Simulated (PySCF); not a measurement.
hydrogen bromide (BrH), SMILES Br.

Geometry: PBE-D3(BJ)/def2-TZVPD.

All values below come from PySCF with M06-2X/def2-TZVPD.

The molecule is in vacuum.

```
Item                                                                                                           Result
---------------------------------------------------------------------------------------------  ----------------------
total energy                                                                                      -2574.79148 hartree
point group                                                                                                       C∞v
highest occupied level                                                                                      -10.03 eV
lowest empty level                                                                                            0.10 eV
orbital gap                                                                                                  10.13 eV
dipole moment                                                                                                  0.90 D
quadrupole, principal values (traceless, Buckingham form, about the centre of nuclear charge)  -2.10, -2.10, 4.20 D·Å
mean static polarisability                                                                       24.2 bohr³ (3.59 Å³)
polarisability, principal values                                                               23.5, 23.5, 25.6 bohr³
```
